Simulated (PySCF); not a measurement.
Excitation energy of Cr by level of theory

Cr [Ar] 3d5 4s1 (7S) → Cr [Ar] 3d4 4s1 5s1 (7D), as a difference of total energies. Computed with PySCF 2.14 in aug-cc-pVTZ-DK (8s7p5d3f2g, 93 functions), with scalar relativity by spin-free X2C-1e. Correlated levels: valence: [Ar] frozen. The calculations carry no spin-orbit coupling.

```json
{"method": "UHF", "excitation energy (cm⁻¹)": "35881"}
{"method": "MP2 (valence)", "excitation energy (cm⁻¹)": "44309"}
{"method": "SCS-MP2 (valence)", "excitation energy (cm⁻¹)": "38690"}
{"method": "CCSD (valence)", "excitation energy (cm⁻¹)": "43875"}
{"method": "CCSD(T) (valence)", "excitation energy (cm⁻¹)": "44358"}
```

The promoted electron is Rydberg-like, and one or two diffuse shells describe it only roughly, which tends to raise the upper state.
